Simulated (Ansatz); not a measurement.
Species: CH6BO2Si, charge 0, multiplicity 2. It need not be the lowest isomer of its formula. 
Structure (B3LYP-D3(BJ)/def2-TZVP (Ansatz, an electronic-structure program) minimum search):
```xyz
11

C      2.0955    -0.1827     0.4817
Si     0.6753     0.8588    -0.1649
B     -1.0803    -0.3674    -0.1090
O     -1.3971    -0.3240    -1.3438
O     -1.4581    -0.9046     1.0821
H      2.2852    -1.0310    -0.1772
H      3.0052     0.4218     0.5299
H      1.8769    -0.5613     1.4804
H      0.9351     1.3588    -1.5273
H      0.3651     2.0002     0.7348
H     -2.2526    -1.4504     1.0157
```
Charge 0, spin multiplicity 2.

Atomisation energy built up term by term with Ansatz (kcal/mol; UHF references for open shells; valence terms freeze the core; atomic spin-orbit terms are left out). Basis-set limits of correlation are two-point, X^-3; Hartree-Fock from the larger set.

```
term                                            basis  kcal/mol
-----------------------  ----------------------------  --------
Hartree-Fock                              cc-pV(Q+d)Z    724.56
CCSD correlation         CBS(cc-pV(T+d)Z,cc-pV(Q+d)Z)    243.98
(T)                      CBS(cc-pV(T+d)Z,cc-pV(Q+d)Z)     16.73
core correlation                            cc-pwCVTZ      3.18
scalar relativity (X2C)    cc-pVTZ-DK against cc-pVTZ     -1.34
sum: De                                                   987.1
```

(T) makes 1.7 % of the CCSD(T) atomisation energy; under 5 % is typical of single-reference molecules.
